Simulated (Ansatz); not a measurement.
CH3NOSi, SMILES `O=C1N[SiH2]1`. Charge 0, multiplicity 1.

```tsv
atom	x (Å)	y (Å)	z (Å)
O1	1.629	-0.067	-1.578
C2	0.772	-0.043	-0.746
N3	-0.020	0.889	-0.161
Si4	-0.432	-0.644	0.553
H5	-0.076	1.889	-0.309
H6	-0.093	-0.837	1.984
H7	-1.781	-1.187	0.256
```

List the harmonic frequencies (cm⁻¹, unscaled) at PBE0-D4/def2-TZVP in Ansatz. (An estimate is asked.)

Computed: 266, 407, 574, 584, 632, 650, 714, 773, 966, 1129, 1179, 1897, 2228, 2245, 3550.

Is this a minimum?

Yes, all 15 modes are real.

Give the ideal-gas thermochemistry at 298.15 K and 1 bar (rigid rotor, harmonic oscillator; point group Cs, symmetry number 1).

Zero-point energy 106.4 kJ/mol; H(298) − E = 120.7 kJ/mol; entropy 285.6 J/(mol·K), of which translation 162.4, rotation 102.1, vibration 21.1; G(298) − E = 35.6 kJ/mol.
